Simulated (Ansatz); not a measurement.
Gas-phase electronic energies from Ansatz, PBE0-D4/def2-TZVP geometries. CCSD(T)/CBS is the MP2 limit (def2-TZVPP, def2-QZVPP) plus CCSD(T) − MP2 in def2-TZVPP, frozen cores. This one scheme is used for every species, atoms too. Functionals use def2-TZVPP. B3LYP here is the variant with VWN-RPA as its local correlation; programs differ in this. HSE06 is defined as in plane-wave codes. No spin–orbit coupling; open shells (•) take unrestricted orbitals. Spin–orbit coupling would lower the free atoms: a little for B, Cl, O, S, Si. Each species was taken in one conformer, which may not be the lowest.

`[SiH3]OB(S)Cl` → B• + Cl• + 4 H• + O• + S• + Si•  (atomization)

`[SiH3]OB(S)Cl`:

Cartesian coordinates in Å:
```
Si 0.915 0.270 1.348
O -0.515 -0.064 0.584
B -0.975 -0.235 -0.663
S 0.135 -0.137 -2.093
Cl -2.696 -0.561 -0.883
H 0.826 1.640 1.905
H 1.078 -0.723 2.433
H 2.041 0.177 0.386
H -0.810 -0.367 -3.016
```

```csv
level,ΔE (kJ/mol),difference from CCSD(T)/CBS
LDA (SPW92),3646.8,442.9
revPBE-D4,3162.8,-41.1
BLYP-D4,3180.3,-23.6
r2SCAN-D4,3230.3,26.4
B3LYP-D4,3192.3,-11.6
r2SCANh-D4,3209.0,5.1
r2SCAN0-D4,3178.6,-25.3
HSE06-D4,3195.3,-8.6
ωB97X-V,3223.8,19.9
BLYP,3127.1,-76.8
CAM-B3LYP,3187.6,-16.3
CCSD/def2-SVP,2966.9,-237.0
MP2/def2-TZVPP,3190.0,-13.9
SCS-MP2/def2-TZVPP,3163.2,-40.7
HF/def2-QZVPP,2402.8,-801.1
MP2/CBS(def2),3279.9,76.0
CCSD(T)/CBS,3203.9,0
```

Largest T1 diagnostic among the species: 0.014.

From BLYP to BHLYP (50 % exact exchange), in def2-TZVPP and without D4, ΔE moves by −39.1 kJ/mol: exact exchange takes away binding that semilocal exchange gives to molecules. Leaving LDA and LC-ωPBE aside and taking each functional with its dispersion term where it has one, the values, not all of them listed here, spread over 122.3 kJ/mol, from BHLYP-D4 to B97M-V. LDA lies +432.6 kJ/mol from PBE without D4, its usual overbinding.

For atomizations the MP2-based limit and the directly extrapolated one differ by several kJ/mol either way, and by 10 to 25 for some Ge, Se and Sn compounds, so smaller differences from it don't rank the levels.
